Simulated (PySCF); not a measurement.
## How methods differ on the ionisation energy of Sn²⁺

Sn²⁺ [Kr] 4d10 5s2 (1S) → Sn³⁺ [Kr] 4d10 5s1 (2S), as a difference of total energies. Calculation: PySCF 2.14, in aug-cc-pVDZ-PP with ECP28MDF (5s4p3d, 32 functions); scalar relativity through the core potential. Correlated levels: valence: 4s2 4p6 4d10 frozen. The calculations carry no spin-orbit coupling.

Problem. Order these methods by the ionisation energy they give, lowest first.
A. SCS-MP2 (valence)
B. CCSD (valence)
C. MN15
D. B3LYP

Solution. A (29.271 eV), B (29.442 eV), C (30.550 eV), D (30.839 eV).

Errors of the correlated levels include the incompleteness of this basis and the frozen core.

With two correlated electrons CCSD is exact in that space.

For comparison: 30.506 eV (measured; NIST Atomic Spectra Database, ionization energies).
